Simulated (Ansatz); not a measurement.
This Ansatz (an electronic-structure program) input (MP2/aug-cc-pV(Q+d)Z) gives -292.58858 Eh with 365 basis functions. A basis named .json is the Basis Set Exchange file of that set (core-valence sets with the plain set on hydrogen).

Ansatz 0.2 input:
```yaml
crystal:
  periodic: [false, false, false]
  atoms:
    - {symbol: Si, position_ang: [0.05715827, -0.21372652, -0.11471598]}
    - {symbol: H, position_ang: [1.00242777, 0.60112086, 0.68127308]}
    - {symbol: H, position_ang: [-0.68630447, -1.12364025, 0.78549077]}
    - {symbol: H, position_ang: [-0.89755516, 0.67931654, -0.80900291]}
    - {symbol: H, position_ang: [0.80740086, -1.00851199, -1.11285606]}
    - {symbol: H, position_ang: [-1.61867935, 1.70891398, 2.11677662]}
    - {symbol: H, position_ang: [-2.00298331, 2.12452733, 2.59940128]}
basis:
  gaussian:
    orbitals: aug-cc-pV_Q+d_Z.json
magnetization: {spin_polarized: false}
correlation: {method: mp2, electrons: outside_noble_gas}
```

Change:
```diff
- orbitals: aug-cc-pV_Q+d_Z.json
+ orbitals: aug-pcseg-3
```

Q: What does the run give now?

A: -292.58090 Eh (MP2/aug-pcseg-3, 383 functions), a change of +7.68 mEh.
